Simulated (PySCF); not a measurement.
## NaTl⁺: frontier orbitals

HSE06 at R = 3.616 Å; PySCF, scalar-relativistic core potentials, basis sets Na cc-pVDZ, Tl cc-pVDZ-PP with ECP60. State: ²Σ⁺ (doublet), unpaired electrons σ ↑. Only the outer orbitals are listed, counted within each symmetry, core potentials removing the inner ones.

```tsv
spin	orbital	occ.	ε (eV)	on Na (%)	main shells (%)
α	1δ	1	-22.04	0	100 Tl d
α	1δ	1	-22.04	0	100 Tl d
α	3π	1	-21.90	0	100 Tl d
α	3π	1	-21.90	0	100 Tl d
α	6σ	1	-21.86	0	100 Tl d
α	7σ	1	-14.85	2	98 Tl s
α	8σ	1	-8.15	47	52 Tl p, 37 Na s, 9 Na p
α	4π	0	-6.40	7	93 Tl p
α	4π	0	-6.40	7	93 Tl p
α	9σ	0	-5.59	76	67 Na s, 24 Tl p
β	1δ	1	-22.02	0	100 Tl d
β	1δ	1	-22.02	0	100 Tl d
β	3π	1	-21.81	0	100 Tl d
β	3π	1	-21.81	0	100 Tl d
β	6σ	1	-21.74	0	100 Tl d
β	7σ	1	-14.38	1	99 Tl s
β	8σ	0	-6.60	46	53 Tl p, 39 Na s
β	4π	0	-6.12	3	96 Tl p
β	4π	0	-6.12	3	96 Tl p
```

Task: Which are the highest filled and the lowest empty level, where do they sit, and how wide is the gap?

Result: Highest filled α 8σ at -8.15 eV (in %: 52 Tl p, 37 Na s, 9 Na p); lowest empty β 8σ at -6.60 eV (in %: 53 Tl p, 39 Na s); the gap at HSE06 is 1.55 eV.

The bond order (Mayer) is 0.52, the ⟨S²⟩ is 0.752 and the charge on Na (Mulliken, basis-dependent) is 0.50. The charge on Na (Löwdin, basis-dependent) is 0.52 and the dipole moment (positive dipole points towards Tl; it is taken about the centre of mass and depends on that origin) is -8.98 D.

These are scalar-relativistic numbers at best; spin–orbit coupling would shift them, the dissociation energy most. The state is the lowest determinant that a PBE0 search found; another state may lie lower at other levels.
